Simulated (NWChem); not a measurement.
# SiHO2 cation; SMILES [Si](=[OH+])=O

```xyz
4

O      0.0009     1.5907     0.0000
Si    -0.0006     0.0879     0.0000
O      0.0023    -1.4357     0.0000
H     -0.0161    -2.4044     0.0000
```
Atoms are numbered in this order, from 1.

Coordinates come from a PBE0/def2-SVP optimisation.

Question: Give the principal values of the shielding tensors (ppm) of O1, Si2, O3 from Hartree-Fock/6-31G* (spherical d), GIAO (NWChem), with their diamagnetic and paramagnetic parts as GIAO splits them.

Answer: 
```json
[
 {"atom": "O1", "σ11": "113.6", "σ22": "113.6", "σ33": "414.3", "isotropic": "213.8", "diamagnetic": "383.9", "paramagnetic": "-170.0"},
 {"atom": "Si2", "σ11": "345.7", "σ22": "345.7", "σ33": "877.0", "isotropic": "522.8", "diamagnetic": "877.7", "paramagnetic": "-354.9"},
 {"atom": "O3", "σ11": "274.8", "σ22": "274.9", "σ33": "417.7", "isotropic": "322.5", "diamagnetic": "393.2", "paramagnetic": "-70.7"}
]
```
